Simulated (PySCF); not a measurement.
## Nonlinear optical response: `InChI=1S/C7H5Cl/c1-2-3-4-5-6-7-8/h6-7H,1H3/b7-6+`

Geometry:
```csv
atom,x (Å),y (Å),z (Å)
C1,-3.772,0.030,0.159
C2,-2.339,-0.064,0.043
C3,-1.137,-0.141,-0.055
C4,0.209,-0.228,-0.165
C5,1.416,-0.300,-0.268
C6,2.806,-0.424,-0.371
C7,3.565,0.510,-0.946
Cl8,5.270,0.360,-1.080
H9,-4.042,0.408,1.145
H10,-4.223,-0.954,0.023
H11,-4.166,0.708,-0.599
H12,3.245,-1.324,0.040
H13,3.165,1.420,-1.365
```

Method: PySCF 2.14.0, quadratic response wB97X-D/def2-SVPD first hyperpolarisability, Taylor convention, gas phase. Geometry: GFN2-xTB.

(1) What is the first hyperpolarisability, and how does it disperse?

(2) Which lowest excitations, dipole and polarisabilities go with it?

## Answers

(1) In au, Taylor convention; the vector part is βᵢ = ⅓ Σⱼ (βᵢⱼⱼ + βⱼᵢⱼ + βⱼⱼᵢ); β∥ is 3/5 of the vector part along the dipole, the dipole points from − to +:
```csv
process,λ (nm),β vector norm,β∥,β HRS,depolarisation ratio
"static β(0;0,0)",∞,171.4,102.6,67.0,6.23
"second harmonic β(−2ω;ω,ω)",1907,196.9,117.8,77.3,6.11
"Pockels β(−ω;ω,0)",1907,179.3,107.3,–,–
"second harmonic β(−2ω;ω,ω)",1064,279.6,167.0,110.7,5.86
"Pockels β(−ω;ω,0)",1064,198.9,119.0,–,–
```

(2) S1 4.21 eV (f = 0.000); S2 4.38 eV (f = 0.276); S3 4.52 eV (f = 0.000); dipole 2.39 D; isotropic α 120.4 au static, 121.2 au at 1907 nm, 123.1 au at 1064 nm, 123.8 au at 953.5 nm, 132.8 au at 532 nm.
